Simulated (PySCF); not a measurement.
H₆F₂GeSi₂, SMILES F[SiH](F)[SiH2][GeH3] (PBE0/def2-SVP optimised geometry):

```
11

Si    -1.068    -0.180     0.000
F     -1.608     1.346     0.000
F     -1.542    -0.839    -1.406
Si     1.273    -0.180     0.000
Ge     1.971    -0.381    -2.273
H     -1.773    -0.908     1.088
H      1.761    -1.346     0.801
H      1.773     1.082     0.626
H      3.506    -0.320    -2.375
H      1.482    -1.724    -2.839
H      1.367     0.766    -3.101
```

Method: PySCF 2.14.0 with PBE0/def2-TZVP.

What are the frontier orbital energies and the dipole moment?

HOMO-2 -9.66 eV, HOMO-1 -8.99 eV, HOMO -8.20 eV, LUMO -0.81 eV, LUMO+1 -0.60 eV; dipole moment 1.83 D.

On the same geometry PBE/def2-TZVP run with PySCF gives HOMO-2 -8.36 eV, HOMO-1 -7.75 eV, HOMO -7.07 eV, LUMO -1.62 eV, LUMO+1 -1.43 eV; dipole moment 1.68 D.

Meta-Löwdin charges at PBE0/def2-TZVP: Si1 1.12, F2 -0.50, F3 -0.50, Si4 0.07, Ge5 0.13, H6 -0.11, H7 -0.05, H8 -0.05, H9 -0.04, H10 -0.03, H11 -0.04.
